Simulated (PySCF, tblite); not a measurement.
One entry of a table of gas-phase calculations, keyed by method. Lists by class give the value and the number of equivalent atoms.

```json
{
 "formula": "C6H11FOSi",
 "smiles": "CC[C@H]1C[Si@](F)(C=O)C1",
 "inchi": "InChI=1S/C6H11FOSi/c1-2-6-3-9(7,4-6)5-8/h5-6H,2-4H2,1H3/t6-,9+",
 "charge": 0,
 "multiplicity": 1,
 "geometry_level": "GFN2-xTB",
 "atoms_angstrom": [
  ["C", -2.822, 0.24, 0.315],
  ["C", -1.727, -0.465, -0.478],
  ["C", -0.387, 0.249, -0.363],
  ["C", 0.261, 0.163, 1.043],
  ["Si", 1.914, -0.398, 0.284],
  ["F", 2.474, -1.852, 0.762],
  ["C", 3.498, 0.673, 0.341],
  ["O", 3.557, 1.844, 0.072],
  ["C", 0.739, -0.397, -1.213],
  ["H", -2.973, 1.25, -0.061],
  ["H", -3.761, -0.301, 0.232],
  ["H", -2.553, 0.303, 1.366],
  ["H", -1.618, -1.491, -0.119],
  ["H", -2.015, -0.509, -1.532],
  ["H", -0.513, 1.294, -0.649],
  ["H", 0.227, 1.095, 1.601],
  ["H", -0.205, -0.606, 1.656],
  ["H", 4.421, 0.135, 0.649],
  ["H", 0.468, -1.397, -1.546],
  ["H", 1.009, 0.181, -2.093]
 ],
 "electronic_structure_code": "PySCF",
 "results": {
  "GFN2-xTB geometry": {
   "point_group": "C1",
   "rotational_constants_GHz": [2.47, 0.733, 0.654]
  },
  "PBE0/pcSseg-1 ground state and GIAO shieldings, non-relativistic": {
   "dipole_D": 1.72,
   "homo_eV": -7.04,
   "lumo_eV": -1.89,
   "shift_vs_computed_TMS_C_by_class_ppm": [
    [248.0, 1],
    [38.2, 1],
    [33.3, 2],
    [30.0, 1],
    [14.5, 1]
   ],
   "shift_vs_computed_TMS_H_by_class_ppm": [
    [12.33, 1],
    [2.04, 2],
    [1.67, 1],
    [1.46, 2],
    [1.41, 2],
    [0.97, 3]
   ],
   "shielding_other_nuclei_by_class_ppm": [
    ["O", -630.6, 1],
    ["F", 350.7, 1],
    ["Si", 356.1, 1]
   ],
   "charges_hirshfeld_e_by_atom": [-0.12, -0.06, -0.02, -0.16, 0.46, -0.21, 0.04, -0.21, -0.17, 0.04, 0.04, 0.04, 0.04, 0.04, 0.04, 0.04, 0.04, 0.04, 0.04, 0.04]
  },
  "GFN2-xTB harmonic vibrations, gas phase": {
   "strongest_ir_bands_cm-1_km_per_mol_modes": [
    [744.8, 110.2, 1],
    [774.1, 100.8, 1],
    [794.4, 78.3, 1],
    [862.4, 148.2, 1],
    [1749.6, 184.1, 1],
    [2701.9, 151.0, 1]
   ],
   "zpe_kcal_per_mol": 99.5
  }
 }
}
```

The zero-point energy, half the sum of the 54 harmonic wavenumbers, equals 34790 cm⁻¹ or 416 kJ/mol. A dipole of 1.72 D is allowed in C1, and pure rotational transitions are dipole-allowed. With B = h/(8π²I), that is 505.379 GHz u Å² over I, the principal moments of inertia are 204.6, 689.1 and 772.8 u Å² (most abundant isotopes). The dipole matches unit charges of opposite sign 0.36 Å apart (1 e·Å = 4.8032 D). The rotational constants make it an asymmetric top with κ = (2B − A − C)/(A − C) = -0.91, nearer the prolate limit (−1).

 NMR classes are plain means over equivalent atoms (diastereotopic ones count apart unless rotation or inversion swaps them), as if these changed places fast; in this geometry the members of some classes differ.

The values belong to the conformer `[CH3:1][CH2:2][C@H:3]1[CH2:4][Si@:5]([F:6])([CH:7]=[O:8])[CH2:9]1`: C1–C2–C3–C4 69°, C4–Si5–C7–O8 -47°.
